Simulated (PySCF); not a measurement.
MoHF5 + hydrogen sulfide → MoF5SH + H2

Reaction: MoHF5 + hydrogen sulfide → MoF5SH + H2. Separate species in the gas phase, each in one low structure relaxed by PBE0-D3(BJ)/def2-SVP, with no frequency check at that level.

| species | role | SMILES | charge | multiplicity |
| --- | --- | --- | --- | --- |
| MoHF5 | reactant | [F][MoH]([F])([F])([F])[F] | 0 | 1 |
| hydrogen sulfide | reactant | S | 0 | 1 |
| MoF5SH | product | [F][Mo]([F])([F])([F])([F])[SH] | 0 | 1 |
| H2 | product | [H][H] | 0 | 1 |

Electronic reaction energies: B97-D3(BJ)/def2-SVPD -15.3 kcal/mol (PySCF).

Q: What does PBE0-D3(BJ)/def2-SVPD give?

A: -11.0 kcal/mol.

Atoms past Kr carry effective core potentials.
